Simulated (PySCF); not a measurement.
A TDDFT job was run through a driver script with this input:

```
{"job": {"kind": "uv", "xc": "PBE0", "basis": "def2-SVPD", "nstates": 6, "ntriplets": 2}, "charge": 0, "multiplicity": 1}
O      1.301622     1.912790    -1.184619
S      1.066856     1.640388     0.236917
C      1.638101    -0.059329     0.523676
C      0.928492    -1.159784     0.354570
C     -0.494850    -1.235670    -0.089217
C     -1.026061     0.076850    -0.658503
C     -0.764084     1.222982     0.293182
F     -1.105069     0.925239     1.586201
H      2.664632    -0.087185     0.852042
H      1.385592    -2.119487     0.568970
H     -1.099898    -1.532256     0.774943
H     -0.594398    -2.025842    -0.836875
H     -2.094454    -0.013919    -0.864643
H     -0.512938     0.326232    -1.591195
H     -1.297956     2.136980     0.012639
```

Its output, with some lines taken out ([cut]):

```
coarse grid: 13568 points
cycle   1  E = -766.7458826199  dE =  1.398e+00  |g| = 9.227e-01  |ddm| = 6.748e+00
cycle   2  E = -765.8994795313  dE =  8.464e-01  |g| = 2.199e+00  |ddm| = 3.938e+00
cycle   3  E = -766.9042628873  dE = -1.005e+00  |g| = 2.628e-01  |ddm| = 3.100e+00
cycle   4  E = -766.9163378420  dE = -1.207e-02  |g| = 1.349e-01  |ddm| = 5.761e-01
cycle   5  E = -766.9198688425  dE = -3.531e-03  |g| = 2.117e-02  |ddm| = 2.231e-01
cycle   6  E = -766.9199572582  dE = -8.842e-05  |g| = 7.842e-03  |ddm| = 4.350e-02
cycle   7  E = -766.9199705542  dE = -1.330e-05  |g| = 1.611e-03  |ddm| = 2.111e-02
cycle   8  E = -766.9199711722  dE = -6.180e-07  |g| = 7.180e-04  |ddm| = 6.302e-03
final grid: 128208 points
cycle   9  E = -767.0150343585  dE = -3.263e-05  |g| = 1.044e-02  |ddm| = 1.435e-01
cycle  10  E = -767.0149910035  dE =  4.336e-05  |g| = 1.748e-02  |ddm| = 4.297e-02
cycle  11  E = -767.0150583902  dE = -6.739e-05  |g| = 2.757e-03  |ddm| = 2.901e-02
cycle  12  E = -767.0150599185  dE = -1.528e-06  |g| = 4.001e-04  |ddm| = 3.867e-03
cycle  13  E = -767.0150599481  dE = -2.953e-08  |g| = 1.283e-04  |ddm| = 1.367e-03
cycle  14  E = -767.0150599509  dE = -2.874e-09  |g| = 4.557e-05  |ddm| = 2.464e-04
cycle  15  E = -767.0150599514  dE = -4.420e-10  |g| = 1.073e-05  |ddm| = 1.277e-04
converged SCF energy = -767.0150599514

Static polarisability (au): isotropic 80.078, principal 66.695 80.050 93.490

Singlet excitations
state   eV       nm        f      main configurations
  1   4.4992    275.6   0.00235   H->L 0.98
[cut]
[cut]
  4   6.4041    193.6   0.00666   H->L+2 0.68, H->L+1 0.21
  5   6.5866    188.2   0.18558   H-2->L 0.76, H-1->L 0.08
[cut]

[cut]
```

Level of theory: TDDFT PBE0/def2-SVPD, vertical, gas phase, core orbitals frozen in the response in PySCF. Isolated species at its GFN2-xTB geometry (one conformer only).

Problem. Restore the lines that were cut, in order.

Solution. 
```
  2   5.3901    230.0   0.00964   H-1->L 0.87, H-2->L 0.10
  3   5.9468    208.5   0.03592   H->L+1 0.73, H->L+2 0.21
  6   6.7336    184.1   0.00195   H->L+4 0.47, H->L+5 0.32, H->L+3 0.09
Triplet excitations (Tamm-Dancoff, eV): 4.0654 4.2329
```

Problem. What is the gap between the lowest singlet and the lowest triplet?

Solution. 4.4992 − 4.0654 = 0.4338 eV (full response against Tamm–Dancoff).

Problem. Give the energy of state 2 in hartree, cm⁻¹ and kJ/mol.

Solution. 0.19808 hartree, 43474 cm⁻¹, 520.1 kJ/mol.

Problem. How much of the mean polarisability do the listed states account for?

Solution. The sum over states Σ f/ΔE² (ΔE in hartree) gives 4.40 au, 5% of the total; the rest comes from higher roots of the same response equations.

Problem. Which species is it?

Solution. `C1C=C[S@]([C@H](F)C1)=O` (C5H7FOS), point group C1.

The SCF starts on a coarse grid; the energy jumps when the final grid takes over, and dE counts afresh there. H and L stand for HOMO and LUMO.
